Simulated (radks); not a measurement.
Question: All-electron atom: Fe3+ in [Ar] 3d5. Method: Dirac Kohn-Sham, PBEsol, spin-unpolarised, spherical densities, point nucleus; open shells are shared between the two j in proportion to 2j + 1; computed with a radial shooting solver on a logarithmic mesh with Libxc functionals. Some entries of the table are withheld. Estimate them.

orbital  occ.  eigenvalue (hartree)  <r^2> (bohr^2)
1s1/2       2                   (1)        0.004602
2s1/2       2             -31.48408         0.08421
2p1/2       2                   (2)         0.06715
2p3/2       4                   (3)         0.06878
3s1/2       2              -4.80845             (4)
3p1/2       2                   (5)          0.8282
3p3/2       4                   (6)          0.8454
3d3/2       2                   (7)           1.223
3d5/2       3                   (8)           1.231

Answer: 
(1) 1s1/2 eigenvalue (hartree): -258.2800
(2) 2p1/2 eigenvalue (hartree): -27.34936
(3) 2p3/2 eigenvalue (hartree): -26.89144
(4) 3s1/2 <r^2> (bohr^2): 0.7468
(5) 3p1/2 eigenvalue (hartree): -3.59558
(6) 3p3/2 eigenvalue (hartree): -3.53743
(7) 3d3/2 eigenvalue (hartree): -1.59059
(8) 3d5/2 eigenvalue (hartree): -1.58404
